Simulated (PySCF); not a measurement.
One of the candidates below gave these computed data.

All candidates are C6H14Si3.

| technique | computed result |
| --- | --- |
| NMR, other nuclei | isotropic shieldings of nuclei other than C and H, by class: 387 (1 Si), 417 (1 Si), 449 (1 Si) ppm [GIAO PBE0/pcSseg-1] |
| 13C NMR | chemical shifts (computed TMS as zero) by class: 143.5 (1 C), 121.8 (1 C), 119.1 (1 C), 115.6 (1 C), 25.3 (1 C), -7.9 (1 C) ppm [GIAO PBE0/pcSseg-1] |
| Dipole | 0.64 D [PBE0/pcSseg-1] |
| 1H NMR | chemical shifts (computed TMS as zero) by class: 6.18 (1 H), 5.29 (1 H), 5.14 (1 H), 4.62 (2 H), 4.24 (3 H), 4.22 (2 H), 2.39 (2 H), -0.14 (2 H) ppm [GIAO PBE0/pcSseg-1] |
| Rotational structure | rotational constants A, B, C: 0.841, 0.621, 0.372 GHz [GFN2-xTB] |

Gas-phase values; electronic properties from PySCF, density fitting. Levels stand in brackets. Geometry: GFN2-xTB, one conformer, isolated molecule. GFN2-xTB frequencies show an imaginary mode (29i cm⁻¹), so this geometry is no minimum at that level. NMR values are class means; diastereotopic atoms form classes of their own.

Question: Which candidate is it?
A. `C=C([SiH3])[Si@H]([SiH3])C#CCC`
B. `C=C[SiH2]/C=C(/C=C)[SiH2][SiH3]`
C. `C=CC[SiH2]C[SiH2]C#C[SiH3]`
D. `C#C[Si@@H](C=C)[C@@H]([SiH3])[SiH2]C`

Answer: C. It is `C=CC[SiH2]C[SiH2]C#C[SiH3]`. Numbering: `[CH2:1]=[CH:2][CH2:3][SiH2:4][CH2:5][SiH2:6][C:7]#[C:8][SiH3:9]`. Its formula, C6H14Si3, gives 3 degrees of unsaturation: 0 rings and 3 π bonds in the structure found. 6 carbons fall into 6 classes; from least to most shielded: alkene CH carbon [C2] (143.5 ppm), alkyne carbon [C7] (121.8 ppm), terminal =CH2 carbon [C1] (119.1 ppm), alkyne carbon [C8] (115.6 ppm), sp3 carbon bound to silicon [C3] (25.3 ppm), sp3 carbon bound to silicon [C5] (-7.9 ppm). Hydrogen classes from least to most shielded: 1 H on an alkene CH carbon, C2 (6.18 ppm), 1 H on a terminal =CH2 carbon, C1 (5.29 ppm), 1 H on a terminal =CH2 carbon, C1 (5.14 ppm), 2 H on an SiH2 silicon, Si6 (4.62 ppm), 3 H on an SiH3 silicon, Si9 (4.24 ppm), 2 H on an SiH2 silicon, Si4 (4.22 ppm), 2 H on an sp3 carbon bound to silicon, C3 (2.39 ppm, a mean of values up to 1.1 ppm apart in this geometry), 2 H on an sp3 carbon bound to silicon, C5 (-0.14 ppm). The other shieldings belong to: 387 ppm, SiH2 silicon [Si4]; 417 ppm, SiH2 silicon [Si6]; 449 ppm, SiH3 silicon [Si9]. The optimised geometry has point group C1 and is an asymmetric top.

The others, at the same levels:
- `C#C[Si@@H](C=C)[C@@H]([SiH3])[SiH2]C` fails: its computed 13C shifts are 143.9 (1 C), 140.3 (1 C), 105.0 (1 C), 92.0 (1 C), -2.0 (1 C), -9.2 (1 C) ppm, 1H shifts are 6.53 (1 H), 6.44 (1 H), 6.09 (1 H), 4.92 (1 H), 4.40 (1 H), 4.26 (1 H), 3.98 (3 H), 2.03 (1 H), 0.50 (3 H), -0.56 (1 H) ppm and rotational constant A is 0.943 GHz (against 0.841 GHz).
- `C=C([SiH3])[Si@H]([SiH3])C#CCC` fails: its computed 13C shifts are 155.5 (1 C), 145.7 (1 C), 124.6 (1 C), 80.8 (1 C), 17.1 (1 C), 17.0 (1 C) ppm, 1H shifts are 7.16 (1 H), 6.99 (1 H), 5.07 (1 H), 4.23 (3 H), 3.49 (3 H), 2.48 (1 H), 2.47 (1 H), 1.29 (3 H) ppm and rotational constant A is 1.273 GHz (against 0.841 GHz).
- `C=C[SiH2]/C=C(/C=C)[SiH2][SiH3]` fails: its computed 13C shifts are 164.8 (1 C), 155.0 (1 C), 151.0 (1 C), 142.2 (1 C), 140.8 (1 C), 124.6 (1 C) ppm, 1H shifts are 7.02 (1 H), 6.80 (1 H), 6.40 (1 H), 6.35 (1 H), 6.21 (1 H), 5.56 (1 H), 5.36 (1 H), 4.72 (2 H), 4.47 (2 H), 3.58 (3 H) ppm and rotational constant A is 1.142 GHz (against 0.841 GHz).

Each candidate is one conformer, not necessarily the lowest. Dipoles, sizes and rotational constants follow the conformer. The torsions of the flexible species, by atom-mapped SMILES:
- `[CH2:1]=[CH:2][CH2:3][SiH2:4][CH2:5][SiH2:6][C:7]#[C:8][SiH3:9]`: C1–C2–C3–Si4 105°, C2–C3–Si4–C5 171°, C3–Si4–C5–Si6 -74°, Si4–C5–Si6–C7 59°
- `[CH:1]#[C:2][Si@@H:3]([CH:4]=[CH2:5])[C@@H:6]([SiH3:7])[SiH2:8][CH3:9]`: C2–Si3–C4–C5 -140°, C2–Si3–C6–Si7 166°, Si3–C6–Si8–C9 55°
- `[CH2:1]=[C:2]([SiH3:3])[Si@H:4]([SiH3:5])[C:6]#[C:7][CH2:8][CH3:9]`: C1–C2–Si4–Si5 117°
- `[CH2:1]=[CH:2][SiH2:3]/[CH:4]=[C:5](/[CH:6]=[CH2:7])[SiH2:8][SiH3:9]`: C1–C2–Si3–C4 118°, C2–Si3–C4–C5 59°, C4–C5–C6–C7 165°, C4–C5–Si8–Si9 -98°
